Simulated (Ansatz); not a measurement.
Consider the hydrogenolysis of a C–F bond: `OBOCF` + H₂ → `COBO` + H–F.

Isolated molecules relaxed with PBE0-D4/def2-TZVP in Ansatz; ΔE leaves out vibrations. CBS: MP2 limit from def2 TZ/QZ plus the TZ coupled-cluster correction, frozen cores. This one scheme is used for every species. DFT in def2-TZVPP. B3LYP here is the variant with VWN-RPA as its local correlation; programs differ in this. Each species was taken in one conformer, which may not be the lowest.

(1) Is it downhill or uphill in electronic energy at CCSD(T)/CBS, and by how much? (An estimate is asked.)

(2) What do these levels give: LDA (SPW92), PBE0-D4, ωB97X-V, B3LYP, MP2/def2-QZVPP, MP2/CBS(def2)? (Estimate.)

Largest T1 diagnostic among the species: 0.013.

Results:

(1) Computed: Downhill: ΔE = -75.8 kJ/mol.

(2) The calculation gave: LDA (SPW92) -60.9, PBE0-D4 -68.9, ωB97X-V -62.0, B3LYP -66.4, MP2/def2-QZVPP -78.5, MP2/CBS(def2) -80.2 kJ/mol.

Leaving LDA and LC-ωPBE aside and taking each functional with its dispersion term where it has one, the values, not all of them listed here, spread over 13.1 kJ/mol, from PBE-QIDH to BLYP-D4. LDA lies +3.6 kJ/mol from PBE without D4. In def2-TZVPP, CCSD(T) changes the Hartree–Fock value by −3.1 kJ/mol (the triples alone add +2.3 kJ/mol) and MP2 by −7.6 kJ/mol.
